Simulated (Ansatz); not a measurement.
Reaction: H3BO (SMILES BO) → H2BO (SMILES O[BH], doublet) + H (doublet) (the B-H bond breaks)
Each species at its own B3LYP-D3(BJ)/def2-TZVP minimum (Ansatz, a quantum-chemistry and plane-wave program).

Total energies in hartree (Ansatz). Radicals and triplets start from unrestricted determinants; spin-orbit coupling is neglected. Cores are frozen in correlated methods. No relativity. Where a partner has so few electrons that a lower coupled-cluster level is exact, that level stands in.

```tsv
species	HF/cc-pVTZ	CCSD(T)/cc-pVTZ	HF/cc-pVQZ	CCSD(T)/cc-pVQZ	CCSDT(Q)/cc-pVTZ
1: H3BO (borinic acid, SMILES BO)	-101.36850	-101.74905	-101.37655	-101.78090	-101.74991
2: H2BO (SMILES [BH]O, doublet)	-100.72714	-101.07275	-100.73513	-101.10352	-101.07366
3: H (doublet)	-0.49981	-0.49981	-0.49995	-0.49995	-0.49981
```

### Question
Work out the bond dissociation energy (electronic) in kcal/mol: take Hartree-Fock from cc-pVQZ, extrapolate the CCSD(T) correlation energy as X^-3 (X = 3, 4), and add CCSDT(Q) - CCSD(T) in cc-pVTZ. 1 hartree = 627.51 kcal/mol.

### Answer

Species 1: correlation (64·(-0.40435) - 27·(-0.38055))/37 = -0.42172; step -0.00086; E1 = -101.37655 + (-0.42172) + (-0.00086) = -101.79913
Species 2: correlation (64·(-0.36839) - 27·(-0.34561))/37 = -0.38501; step -0.00091; E2 = -100.73513 + (-0.38501) + (-0.00091) = -101.12105
Species 3: correlation (64·(0.00000) - 27·(0.00000))/37 = 0.00000; step +0.00000; E3 = -0.49995 + (0.00000) + (+0.00000) = -0.49995
-1·E1 +1·E2 +1·E3 = 0.17813 hartree = 111.8 kcal/mol.
